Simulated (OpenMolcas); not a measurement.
# Ce3+: moving or changing the point charges

Ce3+ among 6 point charges of -2 e arranged as a tetragonal octahedron (D4h), 2.29 Å from the ion, with the axial distance 2.130 Å.

| Item | Value |
| --- | --- |
| Program | OpenMolcas |
| Method | SS-CASPT2, IPEA 0.25 Eh, imaginary shift 0.1 Eh (closed shells correlated: 5s 5p) |
| Basis | ANO-RCC-VDZP [7s6p4d2f1g] |
| Scalar Hamiltonian | DKH2, point nucleus |
| Active space | 1 electron in 7 orbitals (4f) |
| State averaging | 2S+1 = 2 odd, 7 roots |
| Spin-orbit coupling | state interaction with AMFI integrals over the reference wave functions |

Runs around this geometry, states (labels of D4, the rotations of D4h). Energies in cm-1 above the lowest state or level, χT in cm3 K/mol.

```
R (Å)  q (e)  Ground state  First state of that spin  First gap with spin-orbit (degeneracies)  Width of lowest J  χT at 300 K
 2.29     -1           2B1                    2E 360                                440 (2, 2)                916        0.581
 2.29     -2           2B1                    2E 920                                840 (2, 2)               1670        0.374
 2.39     -2           2B1                    2E 710                                680 (2, 2)               1465        0.440
 2.63     -2           2B1                    2E 330                                430 (2, 2)               1043        0.593
```

Taking the width of the lowest J multiplet as R^-n, n = -ln(1043 / 1670) / ln(2.63 / 2.29) = 3.4 between the shortest and longest distance.

Scaling the charges by -1 / -2 = 0.50 scales the width of the lowest J multiplet by 916 / 1670 = 0.55; with fixed orbitals a first-order splitting would follow the charge.

This is an electrostatic model: the charges have no orbitals. No measured value stands beside these numbers.
